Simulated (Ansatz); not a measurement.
The molecule CuB, multiplicity 3 (an upper state: multiplicity 1 came lower at CCSD(T)/def2-TZVPP on PBE0 minima). No spin–orbit coupling. Cu is treated without relativity.

The constants come from a fifth-degree fit in 1/R (seven points, main isotopes). In def2 and cc sets the state is the lowest found near the PBE0 minimum, followed along R.

Correlated levels freeze the inner cores; with def2 sets outer-core shells near the valence are correlated too.

The values were computed with Ansatz (Gaussian orbitals). 

Energies at CCSD/def2-TZVPP:

```tsv
R (Å)	E (hartree)
1.760262	-1664.28101842
1.807581	-1664.28404028
1.851114	-1664.28577093
1.900326	-1664.28674504
1.949537	-1664.28687853
2.006320	-1664.28621079
2.072567	-1664.28459166
```

**Question.** With a reduced mass of 9.3700 u, find the minimum, the force constant and the constants.

**Answer.** A fifth-degree polynomial in 1/R puts the minimum at r_e = 1.9334 Å with force constant 129 N/m. Then ω_e = (1/2πc)√(k/μ) = 484 cm⁻¹ and B_e = h/(8π²cμr_e²) = 0.4813 cm⁻¹; the cubic and quartic terms give α_e = 0.0058 and ω_e x_e = 4.1 cm⁻¹.

Ansatz is a program for electronic structure.
